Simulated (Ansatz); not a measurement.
Gas-phase electronic energies from Ansatz, PBE0-D4/def2-TZVP geometries. CCSD(T)/CBS is the MP2 limit (def2-TZVPP, def2-QZVPP) plus CCSD(T) − MP2 in def2-TZVPP, frozen cores. This one scheme is used for every species. DFT in def2-TZVPP. B3LYP here is the variant with VWN-RPA as its local correlation; programs differ in this. For Ge outer-core shells are correlated without core-valence functions, which leaves a few kJ/mol of doubt a bond. Scalar relativity is left out up to krypton. Each species was taken in one conformer, which may not be the lowest.

Consider the formal loss of a carbene: `[OH][GeH]([OH])[CH2]F` → `[CH]F` + `[OH][GeH2][OH]`.

`[OH][GeH]([OH])[CH2]F`:

Cartesian coordinates in Å:
```
O -0.651 -1.273 1.354
Ge -0.543 0.133 0.272
O 0.339 1.435 1.097
C 0.565 -0.298 -1.292
F 0.347 0.623 -2.302
H 0.172 -1.441 1.820
H -1.995 0.515 -0.042
H -0.176 1.874 1.778
H 1.623 -0.273 -1.018
H 0.319 -1.295 -1.667
```

`[CH]F`:

```xyz
3

C     0.260   -0.394    0.192
F    -0.891    0.146    0.465
H     0.631    0.247   -0.657
```

`[OH][GeH2][OH]`:

Z-matrix (Å, degrees):
```
Ge
O 1 1.773
O 1 1.776 2 110.8
H 1 1.525 2 104.9 3 114.7
H 1 1.543 2 109.7 3 -119.9
H 2 0.959 1 113.6 3 70.1
H 3 0.959 1 113.3 2 -91.5
```

| level | ΔE (kcal/mol) | difference from CCSD(T)/CBS |
| --- | --- | --- |
| PBE-D4 | 94.4 | 3.7 |
| r2SCAN-D4 | 95.4 | 4.7 |
| PBE0-D4 | 96.0 | 5.3 |
| B3LYP-D4 | 90.6 | -0.1 |
| ωB97X-V | 91.6 | 0.9 |
| ωB97M-V | 90.0 | -0.7 |
| B2PLYP | 90.2 | -0.5 |
| PBE | 92.9 | 2.2 |
| r2SCAN | 95.0 | 4.3 |
| PBE0 | 94.6 | 3.9 |
| B3LYP | 88.1 | -2.6 |
| HF/def2-TZVPP | 78.8 | -11.9 |
| MP2/def2-TZVPP | 95.8 | 5.1 |
| SCS-MP2/def2-TZVPP | 91.3 | 0.6 |
| CCSD/def2-TZVPP | 88.6 | -2.1 |
| CCSD(T)/def2-TZVPP | 89.3 | -1.4 |
| HF/def2-QZVPP | 78.4 | -12.3 |
| MP2/def2-QZVPP | 96.5 | 5.8 |
| SCS-MP2/def2-QZVPP | 92.0 | 1.3 |
| HF/CBS(def2) | 78.4 | -12.3 |
| MP2/CBS(def2) | 97.3 | 6.6 |
| CCSD/CBS(def2) | 90.0 | -0.7 |
| CCSD(T)/CBS | 90.7 | 0 |

Largest T1 diagnostic among the species: 0.018.

In def2-TZVPP, CCSD(T) changes the Hartree–Fock value by +10.5 kcal/mol (the triples alone add +0.7 kcal/mol) and MP2 by +17.0 kcal/mol. The D4 term adds +2.5 kcal/mol with B3LYP and +1.4 kcal/mol with PBE0; it sums over pairs of atoms, weighted by their polarisabilities, and B3LYP, whose exchange is more repulsive, gets the larger term.
